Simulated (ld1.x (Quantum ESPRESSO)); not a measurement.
## u(r) = r·R(r): atom against pseudo-atom (La)

Columns: radius, all-electron u(r) and pseudo u(r) of the 4f shell (level -4.87 eV) of lanthanum in the configuration [Kr] 4d10 4f0 5s2 5p6 5d1 6s1.75 6p0.25; LDA (PZ), scalar-relativistic, TM scheme, ld1.x (Quantum ESPRESSO) 7.5.

| r (bohr) | all-electron | pseudo |
| --- | --- | --- |
| 0.155 | 0.1162 | 0.0132 |
| 0.310 | 0.4652 | 0.1622 |
| 0.465 | 0.7534 | 0.5263 |
| 0.620 | 0.8918 | 0.8962 |
| 0.775 | 0.9176 | 1.0392 |
| 0.930 | 0.8812 | 0.9772 |
| 1.085 | 0.8157 | 0.8525 |
| 1.240 | 0.7396 | 0.7454 |
| 1.395 | 0.6624 | 0.6625 |
| 1.550 | 0.5889 | 0.5889 |
| 1.705 | 0.5213 | 0.5213 |
| 1.860 | 0.4602 | 0.4602 |
| 2.015 | 0.4057 | 0.4057 |
| 2.170 | 0.3576 | 0.3576 |
| 2.325 | 0.3153 | 0.3153 |
| 2.480 | 0.2782 | 0.2782 |
| 2.635 | 0.2458 | 0.2458 |
| 2.790 | 0.2174 | 0.2174 |
| 2.945 | 0.1926 | 0.1926 |
| 3.100 | 0.1709 | 0.1709 |
| 3.255 | 0.1519 | 0.1519 |
| 3.410 | 0.1352 | 0.1352 |
| 3.565 | 0.1205 | 0.1205 |
| 3.720 | 0.1076 | 0.1076 |
| 3.875 | 0.0962 | 0.0962 |
| 4.030 | 0.0861 | 0.0861 |

Question: How many radial nodes do the two functions have?

Answer: The all-electron 4f function has n − l − 1 = 0; the pseudo-wave has 0.

Question: At about which radius was the pseudo-wave matched?

Answer: 1.50 bohr, where the columns begin to agree (steps of 0.15 bohr).

Question: Is the pseudo-wave norm-conserving?

Answer: Yes: the TM scheme keeps the norm inside the radius equal to the all-electron one, which fixes the energy derivative of the logarithmic derivative at the level.
